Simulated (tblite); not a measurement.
Species: C₇H₁₂OSSi.
Numbering: `[CH:1]#[C:2]/[CH:3]=[C:4](/[SiH:5]([CH3:6])[CH3:7])[S@@:8]([CH3:9])=[O:10]` (hydrogens: H11 on C1; H12 on C3; H13 on Si5; H14, H15, H16 on C6; H17, H18, H19 on C7; H20, H21, H22 on C9)

Computed with GFN2-xTB (tblite), gas phase: L-BFGS steps from a force-field or distance-geometry start until the largest atomic force falls under 0.01 eV/Å.

Step 67: E = -816.7664 eV
```
atom  x, y, z in Å  |  force x, y, z in eV/Å
C1     -2.7176    2.6542   -0.9218   -0.042   0.033  -0.025
C2     -1.6790    2.0533   -0.8593    0.026  -0.027  -0.023
C3     -0.4713    1.3358   -0.7695   -0.031  -0.022  -0.029
C4     -0.3187    0.2750    0.0257    0.035   0.022   0.042
Si5     1.2755   -0.6809    0.3938    0.010  -0.008   0.016
C6      2.1096    0.2567    1.8197   -0.003  -0.030  -0.020
C7      2.2824   -0.6305   -1.2222   -0.008   0.002   0.024
S8     -1.7129   -0.2258    1.0556   -0.045   0.016  -0.059
C9     -2.3399   -1.3952   -0.2348    0.005   0.003  -0.006
O10    -1.1005   -1.0608    2.0939    0.048  -0.040   0.090
H11    -3.6162    3.1909   -0.9877   -0.012   0.007   0.005
H12     0.3326    1.6810   -1.4082    0.012   0.015   0.020
H13     1.0184   -2.0817    0.7366   -0.044   0.001  -0.044
H14     2.2779    1.3000    1.5722   -0.004   0.069  -0.018
H15     3.0672   -0.1771    2.0825    0.059  -0.057  -0.005
H16     1.4763    0.2190    2.6990   -0.028   0.005   0.039
H17     1.7280   -1.0677   -2.0479    0.031   0.024  -0.006
H18     2.5439    0.3865   -1.4972    0.029  -0.024  -0.019
H19     3.2052   -1.1897   -1.1157   -0.001   0.022   0.011
H20    -3.2045   -1.9179    0.1603    0.005   0.011   0.026
H21    -2.6154   -0.8062   -1.1018   -0.026  -0.009  -0.010
H22    -1.5513   -2.0996   -0.4738   -0.016  -0.014  -0.007
```

Step 68: E = -816.7674 eV
```
atom  x, y, z in Å  |  force x, y, z in eV/Å
C1     -2.7218    2.6431   -0.9262   -0.002   0.009  -0.019
C2     -1.6799    2.0470   -0.8629   -0.011  -0.016  -0.020
C3     -0.4716    1.3297   -0.7724   -0.022  -0.012  -0.033
C4     -0.3172    0.2718    0.0270    0.050   0.055   0.021
Si5     1.2778   -0.6837    0.3916    0.038  -0.001   0.018
C6      2.1103    0.2533    1.8196   -0.005  -0.007  -0.003
C7      2.2911   -0.6287   -1.2211   -0.024   0.009   0.034
S8     -1.7078   -0.2225    1.0633   -0.057  -0.040  -0.061
C9     -2.3472   -1.3845   -0.2317    0.026   0.028   0.013
O10    -1.0969   -1.0648    2.0975    0.036  -0.017   0.058
H11    -3.6228    3.1761   -0.9911   -0.002   0.005   0.003
H12     0.3312    1.6735   -1.4144   -0.005   0.000   0.032
H13     1.0180   -2.0849    0.7281   -0.043  -0.008  -0.038
H14     2.2649    1.3010    1.5749    0.002   0.020  -0.001
H15     3.0741   -0.1722    2.0778    0.020  -0.033  -0.018
H16     1.4793    0.2062    2.7015   -0.004   0.004   0.013
H17     1.7376   -1.0633   -2.0488    0.046   0.022  -0.005
H18     2.5511    0.3900   -1.4920    0.032  -0.031  -0.020
H19     3.2151   -1.1867   -1.1135   -0.023   0.029   0.007
H20    -3.2155   -1.9017    0.1634    0.024   0.011   0.014
H21    -2.6182   -0.7874   -1.0948   -0.034  -0.020  -0.001
H22    -1.5621   -2.0920   -0.4766   -0.042  -0.007   0.007
```

Q: Estimate the geometry and energy of step 69. (The exact step hangs on the optimiser's Hessian estimate; all steps are aligned on step 68, rigid shifts and turns removed.)

A: E = -816.7687 eV, largest force 0.091 eV/Å
```
atom  x, y, z in Å  |  force x, y, z in eV/Å
C1     -2.7227    2.6476   -0.9291    0.018  -0.006  -0.016
C2     -1.6812    2.0508   -0.8622   -0.035  -0.019  -0.018
C3     -0.4745    1.3310   -0.7695   -0.004   0.004  -0.025
C4     -0.3198    0.2729    0.0300    0.052   0.071  -0.008
Si5     1.2752   -0.6834    0.3896    0.050   0.003   0.012
C6      2.1122    0.2512    1.8165   -0.020  -0.009  -0.002
C7      2.2946   -0.6284   -1.2195   -0.029   0.013   0.032
S8     -1.7107   -0.2235    1.0639   -0.070  -0.033  -0.047
C9     -2.3453   -1.3899   -0.2301    0.039   0.041   0.028
O10    -1.1020   -1.0593    2.1048    0.037  -0.018   0.037
H11    -3.6243    3.1798   -0.9960    0.005   0.006   0.002
H12     0.3311    1.6775   -1.4076   -0.018  -0.012   0.035
H13     1.0053   -2.0841    0.7173   -0.037  -0.022  -0.025
H14     2.2667    1.2982    1.5675    0.020   0.012   0.007
H15     3.0746   -0.1776    2.0752    0.015  -0.018  -0.023
H16     1.4812    0.2090    2.6986   -0.003  -0.001   0.015
H17     1.7425   -1.0616   -2.0490    0.054   0.014  -0.005
H18     2.5560    0.3897   -1.4900    0.030  -0.023  -0.016
H19     3.2188   -1.1861   -1.1088   -0.038   0.026   0.004
H20    -3.2119   -1.9075    0.1680    0.024   0.000   0.002
H21    -2.6176   -0.7929   -1.0924   -0.047  -0.014  -0.009
H22    -1.5584   -2.0940   -0.4779   -0.043  -0.016   0.018
```

The energy changes by -0.0014 eV. The first-order estimate −F·Δx gives -0.0018 eV and the mean of the old and new forces, exact on a quadratic surface, -0.0014 eV. The step makes an angle of 75° with the force vector and moves no atom by more than 0.017 Å.

The cost below is that of the whole relaxation. Time: 3.0 s of wall time. Hardware: an Arm Neoverse N1 with one thread, shared host with 64 logical CPUs at a one-minute load of 60.
